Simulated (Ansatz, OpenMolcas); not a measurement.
## KOH (SMILES [OH][K]): from total energies to a heat of formation

KOH: 3 atoms, total charge 0, spin state singlet. SMILES: `[OH][K]`. The coordinates come from a PBE0-D4/def2-TZVP relaxation.

```xyz
3

O    -0.3688    0.0468   -0.1969
K     1.5596   -0.3156    0.8194
H    -1.2018    0.2040   -0.6357
```

Total energies at HF/3-21G (OpenMolcas 26.06); the atoms run unrestricted:

```tsv
species	state	energy (Eh)
KOH	singlet	-671.137716
O	triplet	-74.393657
K	doublet	-596.152979
H	doublet	-0.496199
```

Harmonic wavenumbers at PBE0-D4/def2-TZVP, in cm⁻¹: 360, 360, 458, 3946.

Measured heats of formation of the gaseous atoms at 298.15 K, in kJ/mol: O 249.2, K 89.0, H 218.0. Spin-orbit lowering of the atoms at 298 K (mean of the ground term's levels less their thermal mean, from spectra), in kJ/mol: O 0.40. Take 1 Eh = 2625.50 kJ/mol, 1 cm⁻¹ = 0.0119627 kJ/mol, RT = 2.479 kJ/mol.

Problem. What heat of formation follows?

Solution. 
1. Electronic atomisation energy: (-74.393657) + (-596.152979) + (-0.496199) − (-671.137716) = 0.094881 Eh = 249.1 kJ/mol.
2. Zero-point energy: half the sum of the wavenumbers, 2562 cm⁻¹ = 30.6 kJ/mol.
3. Thermal vibrational enthalpy, Σ hcν̃/(exp(hcν̃/kT) − 1): 2.5 kJ/mol. Translation, rotation and pV of a linear molecule: 3.5 RT = 8.7 kJ/mol.
4. The 3 free atoms carry 5/2 RT each: 18.6 kJ/mol.
5. Spin-orbit coupling lowers the free atoms by 0.40 = 0.4 kJ/mol.
6. Atomisation enthalpy at 298 K: 249.1 − 0.4 − 30.6 − 2.5 − 8.7 + 18.6 = 225.5 kJ/mol.
7. Sum of the atoms' heats of formation: 556.2 kJ/mol. Heat of formation: 556.2 − 225.5 = +330.7 kJ/mol.

No measured value is set beside it here. Hartree–Fock leaves out correlation, which is larger in the molecule than in the atoms, so it underbinds and puts the heat of formation too high. Anharmonicity and any spin-orbit splitting of the molecule are left out.
